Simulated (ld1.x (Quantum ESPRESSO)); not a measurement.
# antimony: one change to an ultrasoft potential, before and after

* Element: Sb
* Generator: ld1.x (Quantum ESPRESSO) 7.5
* Type: ultrasoft
* Functional: PBE
* Relativity: scalar-relativistic
* Frozen core: [Ar] 3d10
* Valence charge: 23
* Reference configuration: 4s2 4p6 4d10 5s2 5p0 (charge +3)
* Partial waves: 4s (bound): rcut 1.00, rcutus 1.05 bohr; 5s (bound): rcut 1.00, rcutus 1.05 bohr; 4p (bound): rcut 1.20, rcutus 1.65 bohr; 5p (bound, empty): rcut 1.20, rcutus 1.65 bohr; 4d (bound): rcut 1.20, rcutus 1.30 bohr; 4d channel at -2.1 Ry: rcut 1.20, rcutus 1.30 bohr
* Local potential: all-electron potential smoothed inside 1.50 bohr (lloc = -1)
* Core correction: Bessel-smoothed model core, default radius (core density twice the valence density)
* Augmentation charge: PSQ, inside the norm-conserving radii

All-electron outer shells of the reference configuration (PBE, scalar-relativistic, ld1.x):

```json
{"shell": "3d", "level (eV)": "-545.53", "outermost node (bohr)": "–", "outermost maximum (bohr)": "0.24"}
{"shell": "4s", "level (eV)": "-178.30", "outermost node (bohr)": "0.39", "outermost maximum (bohr)": "0.73"}
{"shell": "4p", "level (eV)": "-131.23", "outermost node (bohr)": "0.39", "outermost maximum (bohr)": "0.76"}
{"shell": "4d", "level (eV)": "-62.78", "outermost node (bohr)": "0.38", "outermost maximum (bohr)": "0.84"}
{"shell": "5s", "level (eV)": "-38.91", "outermost node (bohr)": "0.94", "outermost maximum (bohr)": "1.81"}
{"shell": "5p", "level (eV)": "-28.86", "outermost node (bohr)": "1.03", "outermost maximum (bohr)": "2.10"}
```

Change: waves 4d (bound): rcut 1.20, rcutus 1.38 bohr; 4d channel at -2.1 Ry: rcut 1.20, rcutus 1.38 bohr.

Cutoffs: the cutoffs (Ry, on a coarse ladder) from which the occupation-weighted sum of valence levels, in a spherical-Bessel basis at the reference potential, stays within 10 and 1 mRy of its value at 400 Ry; they do not see the model core or the augmentation charge, which bear on the density cutoff. Errors are all-electron minus pseudo energies relative to the spin-unpolarised reference configuration.

Question: How do hardness, ghosts and transferability respond?

Answer: The potential gets softer (90 Ry and 160 Ry → 80 Ry and 140 Ry); of the 7 tests that both files solve, the error grows in 0 and shrinks in 2 by more than 15 % and 0.3 meV (median size 8.6 → 7.9 meV); neither file shows a bound ghost. A larger radius leaves more room for a smooth pseudo-wave, so fewer plane waves are needed.

```tsv
quantity	base	changed
cutoff, loose	90 Ry	80 Ry
cutoff, tight	160 Ry	140 Ry
loose cutoff by channel (10 mRy a level)	s 45 Ry, p 30 Ry, d 55 Ry	s 45 Ry, p 30 Ry, d 50 Ry
bound ghosts	none	none
error for 4s2 4p6 4d10 5s2 5p3, meV [ΔE -48.70 eV]	+14	+15
error for 4s2 4p6 4d10 5s2 5p2, meV [ΔE -40.38 eV]	+7.6	+8.0
error for 4s2 4p6 4d10 5s2 5p1, meV [ΔE -24.41 eV]	+3.4	+3.7
error for 4s2 4p6 4d10 5s0 5p5, meV [ΔE -32.27 eV]	-29	-28
error for 4s2 4p6 4d9 5s2 5p4, meV [ΔE -17.58 eV]	+8.6	+4.9
error for 4s2 4p6 4d10 5s1 5p3, meV [ΔE -31.65 eV]	-8.7	-7.9
error for 4s2 4p6 4d10 5s1 5p4, meV [ΔE -40.59 eV]	-2.3	-1.3
s: phases at 1.80 bohr within 0.05 rad from the reference energy up to (Ry; the scan ends near 5)	to the end of the scan	to the end of the scan
p: phases at 1.80 bohr within 0.05 rad from the reference energy up to (Ry; the scan ends near 5)	-1.0	-1.0
d: phases at 1.80 bohr within 0.05 rad from the reference energy up to (Ry; the scan ends near 5)	to the end of the scan	to the end of the scan
lowest overlap eigenvalue by channel	s 0.33, p 0.71, d 0.94	s 0.33, p 0.71, d 0.75
```
